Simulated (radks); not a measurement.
Species: Ir21+. Configuration: [Kr] 4d10 4f10.

All-electron calculation, Dirac Kohn-Sham, LB94 model potential, spin-unpolarised, spherical densities, finite nucleus; open shells fill j = l - 1/2 first; Fermi nuclear charge, rms radius 5.4032 fm. Program: a radial shooting solver on a logarithmic mesh with Libxc functionals.

Energy parts (hartree):
part                   energy
kinetic            20193.5531
electron-nucleus  -43233.1651
Hartree             5690.7889
(The LB94 potential has no energy functional, so no total or exchange-correlation energy is given.)

Orbitals (lengths in bohr, moments of r in powers of bohr):
orbital,occ.,eigenvalue (hartree),<r>
1s1/2,2,-2823.058,0.01742
2s1/2,2,-511.6278,0.07284
2p1/2,2,-491.5553,0.06002
2p3/2,4,-431.2523,0.06834
3s1/2,2,-136.0067,0.1894
3p1/2,2,-126.8895,0.1795
3p3/2,4,-113.6747,0.1947
3d3/2,4,-98.30232,0.1698
3d5/2,6,-95.43810,0.1744
4s1/2,2,-44.65049,0.4171
4p1/2,2,-40.77984,0.4187
4p3/2,4,-37.52503,0.4499
4d3/2,4,-31.11293,0.4536
4d5/2,6,-30.48338,0.4633
4f5/2,6,-22.28508,0.4638
4f7/2,4,-22.13881,0.4683
5s1/2,0,-20.92843,0.8187
5p1/2,0,-19.37605,0.8433
5p3/2,0,-18.39069,0.8876

The highest occupied level is 4f7/2 at -602.43 eV. For comparison, the ionisation energy in NIST's Atomic Spectra Database is 610 eV (theoretical). In exact Kohn-Sham theory the highest level is minus the ionisation energy, but local and semilocal functionals leave it too shallow, through self-interaction and a potential that decays too fast; potentials with the right tail come closer. Summed over all electrons, <r^2> = 7.398 bohr^2, which gives a Langevin (diamagnetic) susceptibility term of -5.86 x 10^-6 cm^3/mol. The density falls to 0.001 e/bohr^3 at r = 1.45 bohr. The electron density at the nucleus is 1.819e+06 e/bohr^3.

Beside tabulated values, note that spin-unpolarised runs miss the spin-polarisation part of the exchange energy of open shells.
